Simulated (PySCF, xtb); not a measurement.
H8LiO4, SMILES [OH2]->[Li+](<-[OH2])(<-[OH2])<-[OH2] (connectivity only; charge and spin as stated), charge +1, multiplicity 1.

Harmonic wavenumbers (cm⁻¹) from xtb with GFN2-xTB at its own minimum, in rising order: 55, 56, 58, 68, 73, 104, 104, 105, 118, 230, 234, 241, 241, 323, 355, 355, 386, 386, 477, 477, 486, 1540, 1541, 1541, 1548, 3620, 3621, 3621, 3622, 3653, 3659, 3659, 3659.

What does B3LYP-D3(BJ)/def2-SVP (PySCF) give at its own minimum? (Estimate from the structure and the level; the computed values follow.)

20, 23, 49, 50, 109, 137, 140, 141, 224, 232, 236, 237, 266, 292, 370, 370, 391, 400, 566, 566, 567, 1630, 1632, 1632, 1634, 3806, 3806, 3806, 3809, 3890, 3890, 3890, 3890. Paired by order, the mean absolute difference is 83 cm⁻¹ and the zero-point energies are 57.5 and 61.0 kcal/mol.
